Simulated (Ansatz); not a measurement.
C$_{3}$H$_{5}$AlO (`C=[C]1O[CH2][AlH]1`), 10 atoms. The species carries charge 0 and has multiplicity 1. All runs use 2 threads of an Arm Neoverse V1 on a shared host. Correlated methods freeze the cores.

Problem. How many basis functions does each run have, and how long does it take in Ansatz? RKS PBE0-D4/def2-TZVP frequencies; RKS PBE0-D4/def2-SVP energy; RKS PBE0-D4/def2-TZVP relaxation (6 steps); RHF-CCSD(T)/def2-TZVPP energy; RHF-CCSD(T)/def2-SVP energy; RKS PBE0-D4/def2-TZVPP energy; RKS ωB97X-V/def2-TZVPP energy; RKS ωB97M-V/def2-SVP energy; RKS PBE0-D4/def2-QZVPP energy; RHF-MP2/def2-QZVPP energy; direct RPA on PBE orbitals/def2-TZVPP energy; RKS r2SCANh-D4/def2-TZVPP energy. (Best estimate.)

Solution. Computed: Other jobs shared the machine, so times are rough.

| level | job | functions | wall time | peak host memory (GiB) |
| --- | --- | --- | --- | --- |
| RKS PBE0-D4/def2-SVP | energy | 99 | 1.7 s | 0.45 |
| RKS PBE0-D4/def2-TZVPP | energy | 236 | 4.8 s | 0.5 |
| RHF-CCSD(T)/def2-SVP | energy | 99 | 7 s | 0.45 |
| RKS ωB97M-V/def2-SVP | energy | 99 | 7.5 s | 0.45 |
| RKS r2SCANh-D4/def2-TZVPP | energy | 236 | 9.5 s | 0.52 |
| direct RPA on PBE orbitals/def2-TZVPP | energy | 236 | 12 s | 0.6 |
| RKS ωB97X-V/def2-TZVPP | energy | 236 | 14 s | 0.63 |
| RKS PBE0-D4/def2-QZVPP | energy | 448 | 15 s | 1.3 |
| RKS PBE0-D4/def2-TZVP | relaxation (6 steps) | 191 | 38 s | 0.45 |
| RHF-MP2/def2-QZVPP | energy | 448 | 45 s | 2.5 |
| RKS PBE0-D4/def2-TZVP | frequencies | 191 | 4 min | 0.48 |
| RHF-CCSD(T)/def2-TZVPP | energy | 236 | 11 min | 1.9 |
